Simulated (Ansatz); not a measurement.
MgN, multiplicity 4 (lowest of 2S+1 = 2, 4 at CCSD(T)/def2-TZVPP on PBE0 minima; our sources give no spin for the ground state, which may be another), most abundant isotopes (14.0031 and 23.9850 u). Constants from fifth-degree fits in 1/R to seven points on the lowest solution found; no spin–orbit coupling, no relativity up to Kr; ω_e x_e and α_e move by some per cent with the fit.

Correlated levels freeze the inner cores; with def2 sets outer-core shells near the valence are correlated too.

The values were computed with Ansatz (Gaussian basis) for Hartree–Fock, density functionals and correlated methods. Values without a source in brackets are computed.

| level | r_e (Å) | ω_e (cm⁻¹) | ω_e x_e (cm⁻¹) | α_e (cm⁻¹) |
|---|---|---|---|---|
| PBE/def2-TZVPP | 2.0994 | 453.5 | 5.67 | 0.00644 |
| CCSD(T)/def2-QZVPP | 2.0558 | 486.5 | 7.93 | 0.00731 |

D_e from total energies of the atoms and the molecule: 1.08 eV at PBE/def2-TZVPP; 0.52 eV at CCSD(T)/def2-QZVPP.

Task: Derive the rotational constants, the centrifugal constant, the fundamental, the zero-point energy and the force constant, and test the Morse rule for the well depth.

Result: 
μ = 8.84130 u.
- PBE/def2-TZVPP: B_e = 16.8576/(μ r_e²) = 0.43261 cm⁻¹; B₀ = B_e − α_e/2 = 0.42939 cm⁻¹; D = 4B_e³/ω_e² = 1.57e-06 cm⁻¹; fundamental ω_e − 2ω_e x_e = 442 cm⁻¹; zero-point energy ω_e/2 − ω_e x_e/4 = 225 cm⁻¹; k = μ(2πcω_e)² = 107 N/m; a Morse well would hold ω_e²/(4ω_e x_e) = 1.12 eV against the computed D_e of 1.08 eV
- CCSD(T)/def2-QZVPP: B_e = 16.8576/(μ r_e²) = 0.45114 cm⁻¹; B₀ = B_e − α_e/2 = 0.44748 cm⁻¹; D = 4B_e³/ω_e² = 1.55e-06 cm⁻¹; fundamental ω_e − 2ω_e x_e = 471 cm⁻¹; zero-point energy ω_e/2 − ω_e x_e/4 = 241 cm⁻¹; k = μ(2πcω_e)² = 123 N/m; a Morse well would hold ω_e²/(4ω_e x_e) = 0.93 eV against the computed D_e of 0.52 eV

Ansatz is an electronic-structure program.
